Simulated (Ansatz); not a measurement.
The same path of Cl2Ge2H4O + ClH (11 atoms, charge 0, multiplicity 1) was run 3 times with different band settings. Lost on the way: Ge1–Ge2, Cl10–H11. Made: Ge1–Cl10, Ge2–H11.

Computed with RKS PBE/def2-SVP (Ansatz 0.2.0).

Relaxed end points:

```xyz
11
Properties=species:S:1:pos:R:3
Ge -0.161 -0.299 0.394
Ge 0.085 -0.299 2.829
H -0.592 -1.610 3.300
H 1.588 -0.295 3.165
H -0.654 0.934 3.390
Cl 1.583 -1.019 -0.701
Cl -0.573 1.714 -0.459
O -1.561 -1.322 -0.037
H -1.660 -1.409 -1.006
Cl 1.987 2.706 1.791
H 1.056 2.630 0.868
```

```xyz
11
Properties=species:S:1:pos:R:3
Ge 0.412 -0.026 -0.968
Ge -0.083 0.483 3.556
H -1.070 0.227 2.377
H 1.138 -0.453 3.402
H -0.836 0.175 4.873
Cl 1.479 -1.145 -2.450
Cl -1.051 1.235 -1.929
O -0.341 -1.212 0.107
H -0.671 -0.775 0.924
Cl 1.768 1.257 0.133
H 0.352 1.965 3.510
```

Common settings: movable images 7; climbing image yes; optimiser quadratic models (default); start path through a guess of the saddle point; iteration limit 60; end points relaxed.

| run | spring | force threshold |
| --- | --- | --- |
| 1 | 5.0 eV/Å² | 0.05 eV/Å |
| 2 | 0.5 eV/Å² | 0.05 eV/Å |
| 3 | 5.0 eV/Å² | 0.5 eV/Å |

Question: What does each run give, and how far can it be trusted?

Answer: Run 1: converged after 42 iterations, highest image 1.935 eV above the first end. Neighbouring images differ by up to 1.9 eV, so the band resolves the path poorly. A vibrational analysis at the climbing image gives one clearly imaginary mode, 893i cm⁻¹: a first-order saddle point.
Run 2: converged after 32 iterations, highest image 1.941 eV above the first end. Neighbouring images differ by up to 1.8 eV, so the band resolves the path poorly. The order of the point at the top wasn't checked.
Run 3: converged after 17 iterations, highest image 1.976 eV above the first end. The threshold of 0.5 eV/Å is loose, so the images may lie well off the minimum-energy path. Neighbouring images differ by up to 1.5 eV, so the band resolves the path poorly. The order of the point at the top wasn't checked.
The orbitals stay closed-shell, which can raise the energy where a bond breaks towards radicals; this wasn't checked here.
